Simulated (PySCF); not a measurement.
CH5NTe, singlet, at a GFN2-xTB geometry (all electrons, no relativity), with bond 3-2 at 2.4 times its length; CASSCF(4,5)/STO-3G (PySCF).

Here is a job for PySCF.
```python
from pyscf import gto, scf, mcscf, mp
import numpy

mol = gto.Mole()
mol.atom = '''
    Te    0.095049   -0.062731    0.367039
    C     0.180361    1.647870   -0.964980
    H    -2.203811    2.268852   -1.794504
    H     0.818035    1.433381   -1.813880
    H     0.592972    2.477015   -0.407373
    N    -0.702389   -1.402912   -0.957249
    H    -0.103160   -1.528468   -1.763124
    H    -1.602776   -1.093379   -1.300421
'''
mol.basis = 'sto-3g'
mol.charge = 0
mol.spin = 0
mol.verbose = 4
mol.build()

mf = scf.RHF(mol)
mf.kernel()
mc = mcscf.CASSCF(mf, 5, 4)
mc.fix_spin_(ss=0.0)
noons, natorbs = mcscf.addons.make_natural_orbitals(mp.MP2(mf).run())
mc.kernel(natorbs)
occ = numpy.linalg.eigvalsh(mc.fcisolver.make_rdm1(mc.ci, mc.ncas, mc.nelecas))[::-1]
ss = mc.fcisolver.spin_square(mc.ci, mc.ncas, mc.nelecas)[0]
print('natural occupations', occ.round(4), ' <S^2>', round(ss, 4))
```

Question: What does PySCF print? Leave out banner, timings and long lists.

Answer: 
```
PySCF version 2.14.0

[INPUT] verbose = 4
[INPUT] num. atoms = 8
[INPUT] num. electrons = 70
[INPUT] charge = 0
[INPUT] spin (= nelec alpha-beta = 2S) = 0
[INPUT] symmetry False subgroup None
[INPUT] Mole.unit = angstrom
[INPUT] Symbol           X                Y                Z      unit          X                Y                Z       unit  Magmom
[INPUT]  1 Te     0.095049000000  -0.062731000000   0.367039000000 AA    0.179616578414  -0.118544409520   0.693603187034 Bohr   0.0
[INPUT]  2 C      0.180361000000   1.647870000000  -0.964980000000 AA    0.340832893553   3.114022988887  -1.823547915683 Bohr   0.0
[INPUT]  3 H     -2.203811000000   2.268852000000  -1.794504000000 AA   -4.164599220304   4.287508897172  -3.391121089437 Bohr   0.0
[INPUT]  4 H      0.818035000000   1.433381000000  -1.813880000000 AA    1.545862110309   2.708697522155  -3.427736422826 Bohr   0.0
[INPUT]  5 H      0.592972000000   2.477015000000  -0.407373000000 AA    1.120554679536   4.680879956440  -0.769823400542 Bohr   0.0
[INPUT]  6 N     -0.702389000000  -1.402912000000  -0.957249000000 AA   -1.327322842907  -2.651119456866  -1.808938443014 Bohr   0.0
[INPUT]  7 H     -0.103160000000  -1.528468000000  -1.763124000000 AA   -0.194944147010  -2.888385910162  -3.331821483648 Bohr   0.0
[INPUT]  8 H     -1.602776000000  -1.093379000000  -1.300421000000 AA   -3.028807679026  -2.066186860351  -2.457439536633 Bohr   0.0

nuclear repulsion = 246.768819871519
number of shells = 22
number of NR pGTOs = 126
number of NR cGTOs = 42
basis = sto-3g
ecp = {}

******** <class 'pyscf.scf.hf.RHF'> ********
method = RHF
initial guess = minao
damping factor = 0
level_shift factor = 0
DIIS = <class 'pyscf.scf.diis.CDIIS'>
diis_start_cycle = 1
diis_space = 8
diis_damp = 0
SCF conv_tol = 1e-09
SCF conv_tol_grad = None
SCF max_cycles = 50
direct_scf = True
direct_scf_tol = 1e-13
Set gradient conv threshold to 3.16228e-05
Initial guess from minao.
init E= -6620.47734840629
  HOMO = -0.300653929764263  LUMO = -0.199165161687078  gap/eV = 2.76165
cycle= 1 E= -6640.63046206051  delta_E= -20.2  |g|= 0.454  |ddm|= 3.55
  HOMO = -0.122451757616556  LUMO = -0.00211185199049269  gap/eV = 3.27462
cycle= 2 E= -6640.74162213365  delta_E= -0.111  |g|= 0.241  |ddm|= 2.14
  HOMO = -0.151191600500808  LUMO = 0.0713724843923446  gap/eV = 6.05628
cycle= 3 E= -6640.79565362347  delta_E= -0.054  |g|= 0.15  |ddm|=  1.1
  HOMO = -0.16415493531817  LUMO = 0.0890004509085764  gap/eV = 6.88871
cycle= 4 E= -6640.80889620434  delta_E= -0.0132  |g|= 0.039  |ddm|= 0.291
  HOMO = -0.188406213410786  LUMO = 0.0841874978800587  gap/eV = 7.41765
cycle= 5 E= -6640.81081824127  delta_E= -0.00192  |g|= 0.0163  |ddm|= 0.15
  HOMO = -0.187066073615892  LUMO = 0.083823418729924  gap/eV = 7.37128
cycle= 6 E= -6640.81131923954  delta_E= -0.000501  |g|= 0.00452  |ddm|= 0.105
  HOMO = -0.187321955610797  LUMO = 0.0859803726518206  gap/eV = 7.43694
cycle= 7 E= -6640.81135017943  delta_E= -3.09e-05  |g|= 0.00109  |ddm|= 0.0263
  HOMO = -0.187357059424845  LUMO = 0.0856446996387263  gap/eV = 7.42876
cycle= 8 E= -6640.81135175367  delta_E= -1.57e-06  |g|= 0.000214  |ddm|= 0.00568
  HOMO = -0.187373437522458  LUMO = 0.0856487753691286  gap/eV = 7.42931
cycle= 9 E= -6640.81135182643  delta_E= -7.28e-08  |g|= 5.45e-05  |ddm|= 0.00124
  HOMO = -0.187381427976061  LUMO = 0.0856565594293481  gap/eV = 7.42974
cycle= 10 E= -6640.81135183145  delta_E= -5.02e-09  |g|= 1.49e-05  |ddm|= 0.000339
  HOMO = -0.187380175455502  LUMO = 0.0856547992782991  gap/eV = 7.42966
cycle= 11 E= -6640.81135183179  delta_E= -3.33e-10  |g|= 5.31e-06  |ddm|= 6.97e-05
  HOMO = -0.18737949884038  LUMO = 0.0856547112795736  gap/eV = 7.42964
Extra cycle  E= -6640.81135183182  delta_E= -3e-11  |g|= 2.63e-06  |ddm|= 1.65e-05
converged SCF energy = -6640.81135183182

******** <class 'pyscf.mp.mp2.RMP2'> ********
nocc = 35, nmo = 42
E(RMP2) = -6641.03944914968  E_corr = -0.228097317867738
E(SCS-RMP2) = -6641.06571781885  E_corr = -0.254365987037455
E_corr(same-spin) = -0.0223278396967273
E_corr(oppo-spin) = -0.20576947817101

******** <class 'pyscf.mcscf.mc1step.CASSCF'> ********
CAS (2e+2e, 5o), ncore = 33, nvir = 4
max_cycle_macro = 50
max_cycle_micro = 4
conv_tol = 1e-07
conv_tol_grad = None
orbital rotation max_stepsize = 0.02
orbital rotation threshold for CI restart = 0.01
augmented hessian ah_max_cycle = 30
augmented hessian ah_conv_tol = 1e-12
augmented hessian ah_linear dependence = 1e-14
augmented hessian ah_level shift = 1e-08
augmented hessian ah_start_tol = 2.5
augmented hessian ah_start_cycle = 3
augmented hessian ah_grad_trust_region = 3
kf_trust_region = 3
kf_interval = 4
ci_response_space = 4
ci_grad_trust_region = 3
with_dep4 0
natorb = False
canonicalization = True
sorting_mo_energy = False
ao2mo_level = 2
internal_rotation = False
******** <class 'pyscf.fci.addons.SpinPenaltyFCISolver'> ********
max. cycles = 50
conv_tol = 1e-08
davidson only = True
linear dependence = 1e-12
level shift = 0.001
max iter space = 12
nroots = 1
pspace_size = 400
spin = None
CASCI E = -6641.00025043964  S^2 = 0.0000000
Set conv_tol_grad to 0.000316228
macro iter   1 ( 21 JK    4 micro), CASSCF E = -6641.00566246989  dE = -5.41203025e-03  S^2 = 0.0000000
               |grad[o]|=0.0488  |grad[c]|=0.0136  |ddm|=0.0301  |maxRot[o]|=0.245
macro iter   2 ( 21 JK    4 micro), CASSCF E = -6641.00614919961  dE = -4.86729718e-04  S^2 = 0.0000000
               |grad[o]|=0.00687  |grad[c]|=0.00355  |ddm|=0.00752  |maxRot[o]|=0.309
macro iter   3 ( 21 JK    4 micro), CASSCF E = -6641.00624330925  dE = -9.41096414e-05  S^2 = 0.0000000
               |grad[o]|=0.00188  |grad[c]|=0.00244  |ddm|=0.00211  |maxRot[o]|=0.314
macro iter   4 ( 20 JK    4 micro), CASSCF E = -6641.00628586647  dE = -4.25572152e-05  S^2 = 0.0000000
               |grad[o]|=0.000641  |grad[c]|=0.00224  |ddm|=0.00173  |maxRot[o]|=0.295
macro iter   5 (  6 JK    2 micro), CASSCF E = -6641.00628726584  dE = -1.39937401e-06  S^2 = 0.0000000
               |grad[o]|=0.000221  |grad[c]|=0.000359  |ddm|=0.000249  |maxRot[o]|=0.033
macro iter   6 (  3 JK    1 micro), CASSCF E = -6641.00628736674  dE = -1.00895704e-07  S^2 = 0.0000000
               |grad[o]|=3.27e-05  |grad[c]|=0.000206  |ddm|=3.91e-05  |maxRot[o]|=0.00733
macro iter   7 (  3 JK    1 micro), CASSCF E = -6641.00628740426  dE = -3.75193849e-08  S^2 = 0.0000000
               |grad[o]|=3.38e-05  |grad[c]|=0.000126  |ddm|=2.81e-05  |maxRot[o]|=0.00453
1-step CASSCF converged in   7 macro ( 95 JK  20 micro) steps
CASSCF canonicalization
Density matrix diagonal elements [1.95287825e+00 1.31451349e+00 6.86629979e-01 4.48197366e-02
 1.15853909e-03]
CASSCF energy = -6641.00628740426
CASCI E = -6641.00628740426  E(CI) = -3.54285612861895  S^2 = 0.0000000
natural occupations [1.9569e+00 1.3167e+00 6.8320e-01 4.2400e-02 8.0000e-04]  <S^2> 0.0
```
